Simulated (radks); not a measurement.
All-electron atom: neutral indium in [Kr] 4d9.75 5s2 5p1 5d0.25 (fractional occupations, a model configuration). Calculated with a radial shooting solver on a logarithmic mesh with Libxc functionals: scalar-relativistic Kohn-Sham, B86b exchange with PBE correlation, spin-polarised, spherical densities, finite nucleus; open shells are filled with parallel spins first (spin-orbit coupling, left out, can overturn this in heavy ions); Fermi nuclear charge, rms radius 4.6156 fm. Some entries of the table are withheld. Estimate them.

| orbital | occ. | eigenvalue (hartree) | <r> (bohr) |
|---|---|---|---|
| 1s up | 1 | -1020.133 | 0.02971 |
| 1s down | 1 | -1020.133 | 0.02971 |
| 2s up | 1 | -152.8437 | 0.1285 |
| 2s down | 1 | -152.8415 | 0.1285 |
| 2p up | 3 | -137.1987 | 0.1122 |
| 2p down | 3 | -137.1968 | 0.1122 |
| 3s up | 1 | -29.09735 | 0.3486 |
| 3s down | 1 | -29.09598 | 0.3486 |
| 3p up | 3 | -23.97337 | 0.3471 |
| 3p down | 3 | -23.97180 | 0.3471 |
| 3d up | 5 | -16.01858 | 0.3243 |
| 3d down | 5 | -16.01638 | 0.3243 |
| 4s up | 1 | -4.51035 | 0.8472 |
| 4s down | 1 | -4.50198 | 0.8471 |
| 4p up | 3 | (1) | 0.9203 |
| 4p down | 3 | (2) | 0.9200 |
| 4d up | 5 | (3) | 1.173 |
| 4d down | 4.75 | (4) | 1.170 |
| 5s up | 1 | -0.37560 | 2.542 |
| 5s down | 1 | -0.35098 | 2.529 |
| 5p up | 1 | -0.15152 | 3.429 |
| 5d up | 0.25 | -0.01150 | 19.06 |

Answer. 
(1) 4p up eigenvalue (hartree): -2.98207
(2) 4p down eigenvalue (hartree): -2.97348
(3) 4d up eigenvalue (hartree): -0.78769
(4) 4d down eigenvalue (hartree): -0.77742
